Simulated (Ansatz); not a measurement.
NbH₄, relaxed as a doublet with UKS r2SCAN-D4/def2-TZVP in Ansatz, starting from the GFN2-xTB geometry. Force threshold 0.02 eV/Å.

In the def2 sets Nb takes a core potential; there is no spin–orbit coupling. No other spin state of charge 0 was run.

Start:

```xyz
5

Nb    0.0000    0.0000    0.0000
H    -1.5710    0.3698   -0.6679
H     0.5355   -1.5518   -0.5964
H    -0.1055   -0.0509    1.7427
H     1.1410    1.2329   -0.4784
```

| step | energy (eV) | largest force component (eV/Å) | SCF passes |
| --- | --- | --- | --- |
| 1 | -1612.9170 | 0.191 | 50 |
| 2 | -1612.9234 | 0.136 | 39 |
| 3 | -1612.9295 | 0.001 | 38 |

Force components are those of the run's own axes.

End:

```xyz
5

Nb    0.000    0.000    0.000
H    -1.583    0.328   -0.699
H     0.497   -1.569   -0.628
H    -0.072   -0.013    1.760
H     1.159    1.254   -0.433
```

By distances, no bond broke or formed. The bond that changes most is Nb1–H5, from 1.75 to 1.76 Å (atoms count from 1).

No frequencies were taken in this run, so the end may be a saddle point.

It took 3.2 s on 4 threads of Intel Xeon Platinum 8488C on a shared host.
